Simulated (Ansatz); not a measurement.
Steps of a relaxation of CH$_{5}$B$_{2}$ClO$_{2}$ (`BC(O)OBCl`) with RKS PBE-D4/def2-SVP.

```sh
$ ansatz run in.yaml --threads 4 --pin off --events-out ev --progress --plain --max-ram 10444MiB
```

```yaml
crystal:
  periodic: [false, false, false]
  atoms:
    - {symbol: B, position_ang: [-1.513400, -0.967300, -0.726600]}
    - {symbol: C, position_ang: [-0.173800, -0.271600, -0.342300]}
    - {symbol: O, position_ang: [0.716700, -1.306000, -0.136800]}
    - {symbol: O, position_ang: [-0.286900, 0.487200, 0.839300]}
    - {symbol: B, position_ang: [0.760600, 1.411000, 1.008900]}
    - {symbol: Cl, position_ang: [2.201200, 0.965300, 2.073900]}
    - {symbol: H, position_ang: [-2.079500, -1.654900, 0.013800]}
    - {symbol: H, position_ang: [-2.021200, -0.658300, -1.787800]}
    - {symbol: H, position_ang: [0.134400, 0.385100, -1.171000]}
    - {symbol: H, position_ang: [1.646400, -0.956400, -0.348700]}
    - {symbol: H, position_ang: [0.680900, 2.508900, 0.597900]}
basis:
  gaussian: {orbitals: def2-SVP}
hamiltonian: {xc: pbe, dispersion: d4}
relax: {f_tol: 0.03, max_steps: 200}
```

Positions (Å) and forces (eV/Å) along the path, 12 of 24 steps:

```xyz
11
step=1 energy=-19066.0189 eV
B    -1.513   -0.967   -0.727   -0.491    0.948   -0.878
C    -0.174   -0.272   -0.342   -0.077   -0.087   -0.279
O     0.717   -1.306   -0.137    2.247   -0.440   -0.760
O    -0.287    0.487    0.839    1.187    1.772    0.883
B     0.761    1.411    1.009   -0.623   -1.799    1.584
Cl    2.201    0.965    2.074   -1.047    0.329   -0.907
H    -2.079   -1.655    0.014   -0.510   -0.984    0.914
H    -2.021   -0.658   -1.788    0.023   -0.252   -0.098
H     0.134    0.385   -1.171    0.415    0.404   -0.347
H     1.646   -0.956   -0.349   -1.336   -0.773    0.383
H     0.681    2.509    0.598    0.213    0.882   -0.496
11
step=2 energy=-19066.2404 eV
B    -1.558   -0.876   -0.701    0.146   -0.669   -0.709
C    -0.152   -0.241   -0.336   -0.281   -0.110   -0.346
O     0.696   -1.353   -0.208    0.547    0.194   -0.209
O    -0.276    0.488    0.888    0.774    1.142    0.906
B     0.681    1.462    1.143    0.359   -1.084   -0.715
Cl    2.187    0.999    2.047   -0.812    0.337   -0.124
H    -2.036   -1.721    0.019   -0.127    0.177    0.261
H    -2.023   -0.713   -1.825   -0.051    0.169    0.316
H     0.199    0.452   -1.136    0.187    0.063    0.071
H     1.629   -1.070   -0.388   -0.583   -0.202    0.104
H     0.718    2.516    0.516   -0.160   -0.016    0.445
11
step=3 energy=-19066.3703 eV
B    -1.550   -0.910   -0.714   -0.129   -0.279   -0.157
C    -0.145   -0.257   -0.359   -0.193   -0.083   -0.330
O     0.705   -1.372   -0.251    0.165    0.096   -0.059
O    -0.236    0.483    0.874    0.756    0.520    0.283
B     0.725    1.445    1.093    0.135   -0.354    0.299
Cl    2.142    1.062    2.167   -0.744    0.242   -0.440
H    -2.065   -1.695    0.064    0.093    0.201   -0.010
H    -2.060   -0.706   -1.807    0.043    0.008    0.176
H     0.212    0.440   -1.157    0.066    0.015    0.062
H     1.628   -1.097   -0.443   -0.224   -0.094    0.031
H     0.710    2.550    0.552    0.031   -0.273    0.147
11
step=5 energy=-19066.5492 eV
B    -1.563   -0.903   -0.698    0.126   -0.016    0.176
C    -0.131   -0.256   -0.437    0.131    0.036    0.290
O     0.698   -1.400   -0.442   -0.459    0.222   -0.003
O    -0.072    0.387    0.875    0.154   -0.488   -0.241
B     0.762    1.418    1.133    0.137   -0.098    0.244
Cl    1.945    1.233    2.461   -0.327    0.209   -0.146
H    -2.066   -1.535    0.212    0.007    0.051   -0.110
H    -2.089   -0.805   -1.786   -0.042   -0.020   -0.028
H     0.203    0.500   -1.187   -0.021   -0.050   -0.003
H     1.624   -1.138   -0.591    0.119    0.076   -0.106
H     0.754    2.442    0.482    0.174    0.078   -0.074
11
step=9 energy=-19066.8514 eV
B    -1.534   -0.843   -0.592   -0.067   -0.076   -0.208
C    -0.067   -0.267   -0.437    0.023   -0.041    0.349
O     0.653   -1.446   -0.703    0.034    0.117   -0.041
O     0.196    0.163    0.926    0.107   -0.032   -0.170
B     0.796    1.342    1.169    0.236    0.161    0.192
Cl    1.411    1.657    2.807   -0.180    0.008   -0.200
H    -2.028   -1.441    0.337   -0.006   -0.013    0.014
H    -2.100   -0.756   -1.664   -0.020    0.020    0.034
H     0.216    0.575   -1.111   -0.015   -0.069   -0.034
H     1.556   -1.225   -1.011   -0.121    0.000   -0.018
H     0.967    2.185    0.300    0.010   -0.075    0.082
11
step=13 energy=-19066.9149 eV
B    -1.513   -0.893   -0.590    0.166   -0.090    0.006
C    -0.103   -0.207   -0.360   -0.211    0.130   -0.055
O     0.594   -1.417   -0.642    0.449    0.107   -0.305
O     0.182    0.235    0.967    0.030   -0.066   -0.039
B     0.887    1.363    1.194    0.000    0.089    0.148
Cl    1.232    1.803    2.873   -0.010   -0.011   -0.135
H    -1.962   -1.618    0.274    0.027    0.049   -0.013
H    -2.058   -0.784   -1.670    0.018    0.007   -0.002
H     0.176    0.598   -1.078    0.031   -0.028    0.048
H     1.360   -1.224   -1.239   -0.516   -0.141    0.309
H     1.270    2.087    0.291    0.016   -0.046    0.038
11
step=15 energy=-19066.9856 eV
B    -1.451   -0.942   -0.608    0.327   -0.193   -0.085
C    -0.144   -0.113   -0.319   -0.208    0.177   -0.241
O     0.500   -1.383   -0.619    0.383    0.119   -0.391
O     0.167    0.294    0.995   -0.102   -0.226   -0.089
B     0.930    1.379    1.234    0.098    0.260    0.228
Cl    1.203    1.855    2.918   -0.004   -0.081   -0.198
H    -1.911   -1.628    0.281    0.001    0.045   -0.046
H    -1.894   -0.965   -1.746    0.048    0.074    0.166
H     0.158    0.671   -1.051    0.072   -0.064    0.095
H     1.101   -1.279   -1.406   -0.609   -0.065    0.548
H     1.407    2.055    0.340   -0.007   -0.045    0.013
11
step=16 energy=-19067.0539 eV
B    -1.362   -1.016   -0.633    0.023    0.061   -0.031
C    -0.165   -0.052   -0.315   -0.378    0.399   -0.241
O     0.434   -1.359   -0.600    0.288   -0.402   -0.321
O     0.143    0.318    0.992    0.256    0.524    0.287
B     0.917    1.414    1.259    0.077   -0.380   -0.069
Cl    1.239    1.839    2.940   -0.113   -0.063   -0.139
H    -1.889   -1.610    0.300    0.202    0.039   -0.301
H    -1.787   -1.047   -1.788    0.153   -0.043    0.335
H     0.174    0.714   -1.048    0.048   -0.077    0.062
H     0.921   -1.332   -1.460   -0.367    0.002    0.348
H     1.441    2.074    0.372   -0.190   -0.060    0.071
11
step=20 energy=-19067.1216 eV
B    -1.295   -1.042   -0.639   -0.021    0.016    0.004
C    -0.195    0.018   -0.312   -0.053    0.051   -0.048
O     0.388   -1.355   -0.576    0.062   -0.117   -0.039
O     0.113    0.376    0.992   -0.046   -0.046   -0.006
B     0.936    1.417    1.266    0.101    0.122    0.083
Cl    1.248    1.809    2.954   -0.018   -0.030   -0.104
H    -1.838   -1.626    0.275    0.024    0.028   -0.037
H    -1.700   -1.104   -1.786    0.020   -0.021    0.035
H     0.207    0.739   -1.053   -0.008   -0.008    0.024
H     0.757   -1.372   -1.483   -0.036    0.036    0.042
H     1.445    2.083    0.382   -0.025   -0.032    0.046
11
step=21 energy=-19067.1226 eV
B    -1.290   -1.045   -0.640   -0.031    0.010    0.009
C    -0.200    0.022   -0.313   -0.004    0.035   -0.003
O     0.384   -1.357   -0.575    0.048   -0.060    0.005
O     0.108    0.380    0.991    0.007    0.028   -0.008
B     0.938    1.421    1.268    0.009    0.001    0.066
Cl    1.252    1.805    2.955   -0.017   -0.024   -0.086
H    -1.836   -1.624    0.273   -0.001    0.010   -0.005
H    -1.692   -1.113   -1.787    0.000   -0.013    0.004
H     0.207    0.741   -1.053   -0.002   -0.004    0.009
H     0.745   -1.373   -1.485   -0.002    0.026   -0.003
H     1.448    2.085    0.385   -0.008   -0.010    0.013
11
step=23 energy=-19067.1229 eV rejected
B    -1.290   -1.044   -0.638    0.006    0.018   -0.008
C    -0.198    0.024   -0.318   -0.052    0.012   -0.025
O     0.393   -1.356   -0.572   -0.015   -0.019    0.063
O     0.098    0.390    0.985    0.022   -0.028    0.018
B     0.935    1.421    1.268    0.025    0.025    0.019
Cl    1.254    1.792    2.956   -0.013   -0.009   -0.026
H    -1.835   -1.618    0.279    0.003    0.010    0.001
H    -1.689   -1.122   -1.784   -0.004   -0.021   -0.009
H     0.208    0.740   -1.062    0.000    0.003    0.017
H     0.740   -1.372   -1.486    0.028    0.016   -0.046
H     1.449    2.088    0.392    0.000   -0.006   -0.004
11
step=24 energy=-19067.1233 eV
B    -1.291   -1.044   -0.639    0.003    0.000   -0.006
C    -0.201    0.024   -0.315    0.004   -0.009   -0.008
O     0.390   -1.357   -0.573   -0.004    0.008    0.022
O     0.102    0.386    0.989   -0.007   -0.008   -0.001
B     0.938    1.419    1.268    0.000    0.010    0.019
Cl    1.252    1.798    2.953   -0.001   -0.006   -0.012
H    -1.836   -1.619    0.276   -0.001    0.001    0.006
H    -1.690   -1.123   -1.785   -0.003   -0.004   -0.002
H     0.206    0.742   -1.055    0.001    0.003    0.001
H     0.746   -1.366   -1.485    0.003    0.006   -0.014
H     1.451    2.082    0.388    0.006   -0.002   -0.006
```

Run time 17 s (4 threads of a server CPU on a shared host); peak host memory 0.18 GiB.
